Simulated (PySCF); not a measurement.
# Two probes of the same atoms: core binding energy and nuclear shielding

Species: C₃H₉NSi.
Bonds: C1–C2, C2–N3, N3–Si4, Si4–C5, C1–C5. Hydrogens: H6, H7 on C1; H8, H9 on C2; H10 on N3; H11, H12 on Si4; H13, H14 on C5.

Binding energies: delta-SCF UKS SCAN, pcX-2 on the ionised atom, pcseg-1 elsewhere, spin-free X2C (PySCF 2.14.0). Shieldings: GIAO B3LYP/pcSseg-2, non-relativistic, same geometry.

```tsv
atom	C 1s (eV)
C1	290.59
C2	291.36
C5	290.00
```

Task: What are the absolute isotropic shieldings of these atoms?

Result: 
| atom | environment | C 1s (eV) | isotropic shielding (ppm) |
| --- | --- | --- | --- |
| C5 | sp3 carbon bound to silicon | 290.00 | 168.6 |
| C1 | ring CH2 carbon | 290.59 | 148.2 |
| C2 | sp3 carbon bound to nitrogen | 291.36 | 128.2 |

Task: Among the listed atoms, is the one with the highest binding energy also the least shielded?

Result: Yes: C2 has both (291.36 eV, 128.2 ppm).

By binding energy: C5 < C1 < C2. By shielding: C2 < C1 < C5.

Isolated species at its PBE0-D3(BJ)/def2-SVP geometry (one conformer only).
